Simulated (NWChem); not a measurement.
System: CH5FSi; SMILES [SiH2](F)C

Results from NWChem. Structure relaxed at the PBE0/def2-SVP level. Ions are spin-unrestricted doublets at the neutral geometry; other ion states weren't tried.

For level PBE/def2-SVP:

- −ε(HOMO) (eV) = 7.70

**Question.** How do the values read with level B3LYP/def2-SVP instead?

**Answer.** 
- −ε(HOMO) (eV): 8.94
